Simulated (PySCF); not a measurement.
Task: Write Cartesian coordinates for `C=COC(=O)C=C` as optimised with GFN2-xTB.

Result: 
```xyz
13
C5H6O2 angstrom
C     -2.9737   -0.2353    0.1955
C     -1.8103    0.3797    0.0918
O     -0.6316   -0.3216    0.1367
C      0.5310    0.3601    0.0292
O      0.6010    1.5548   -0.1070
C      1.6728   -0.5721    0.1017
C      2.9217   -0.1356    0.0195
H     -3.0348   -1.3022    0.3172
H     -3.8916    0.3195    0.1594
H     -1.6949    1.4495   -0.0323
H      1.4182   -1.6138    0.2249
H      3.1204    0.9167   -0.1030
H      3.7676   -0.7992    0.0700
```

Any rigid rotation of these coordinates is as good. Atoms count from 1 in this order. The 3 C–O bonds span 1.204 Å (C4=O5, drawn double) to 1.372 Å (C2–O3, drawn single), a spread of 0.168 Å. The 7 heavy atoms lie in one plane (0.001 Å rms). The C–C distances run from 1.320 Å (C1=C2, drawn double) to 1.476 Å (C4–C6, drawn single), a spread of 0.156 Å. Of the pairs four or more bonds apart, O5···H10 is among the closest relative to their van der Waals radii: 2.30 Å, 85 % of the sum of Bondi's values.

Bonds between heavy atoms (Å): C1=C2 1.320, C2–O3 1.372, O3–C4 1.352, C4=O5 1.204, C4–C6 1.476, C6=C7 1.325.

Structure optimised with GFN2-xTB, isolated species.

Point group: Cs (tolerance 0.08 Å). Not checked by GFN2-xTB frequencies. The numbers are those of one conformer (C1–C2–O3–C4 180°, C2–O3–C4–O5 0°, O3–C4–C6–C7 180°).

These are computed values.
